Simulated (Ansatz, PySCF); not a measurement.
Input for Ansatz (a program for electronic structure):
Ansatz 0.2 input:
```yaml
crystal:
  periodic: [false, false, false]
  atoms:
    - {symbol: Sb, position_ang: [0.80022647, 0.43653749, 0.25183252]}
    - {symbol: Br, position_ang: [-0.95108613, 1.05498921, -1.39399681]}
    - {symbol: Br, position_ang: [-0.21495815, -1.69108670, 1.02704085]}
basis:
  gaussian:
    orbitals: STO-3G
hamiltonian:
  xc: hf
total_charge: 1
accuracy: high
```

### Question
Write the same job for PySCF.

### Answer
One answer among several that fit: 
```python
from pyscf import gto, scf

mol = gto.M(
    atom='''
Sb    0.80022647    0.43653749    0.25183252
Br   -0.95108613    1.05498921   -1.39399681
Br   -0.21495815   -1.69108670    1.02704085
''',
    basis='sto-3g',
    charge=1,
    verbose=4,
)

mf = scf.RHF(mol)
mf.kernel()
```

Both were run: Ansatz gave -11340.559766 Eh and PySCF -11340.559766 Eh, 0.000 mEh apart.
